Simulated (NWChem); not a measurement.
System: SiP₂H₆; SMILES P[SiH2]P

```xyz
9

Si     0.0000     0.0000    -0.8195
P     -1.9727     0.0000     0.3323
P      1.9727     0.0000     0.3323
H      0.0000     1.2186    -1.7043
H      0.0000    -1.2186    -1.7043
H     -1.5403    -1.0441     1.2280
H     -1.5403     1.0441     1.2280
H      1.5403     1.0441     1.2280
H      1.5403    -1.0441     1.2280
```
Atoms are numbered in this order, from 1.

Results from NWChem. Pople sets run with spherical d functions. Structure relaxed at the PBE-D3(BJ)/def2-SVP level. B3LYP is NWChem's, with the RPA form of VWN correlation. Ions are spin-unrestricted doublets at the neutral geometry; other ion states weren't tried.

```tsv
level	vertical ionisation energy, ΔSCF (eV)	−ε(HOMO) (eV)	ΔSCF minus −ε(HOMO) (eV)
B3LYP/6-31G*	8.95	6.85	2.10
PBE/6-31G*	8.78	6.03	2.75
LRC-wPBEh/6-31G*	9.19	8.88	0.31
BHandHLYP/6-31G*	(withheld)	(withheld)	(withheld)
r2SCAN/6-31G*	8.91	6.30	2.61
```

Fill in the missing entries.


- BHandHLYP/6-31G*, vertical ionisation energy, ΔSCF (eV): 9.05
- BHandHLYP/6-31G*, −ε(HOMO) (eV): 8.00
- BHandHLYP/6-31G*, ΔSCF minus −ε(HOMO) (eV): 1.05
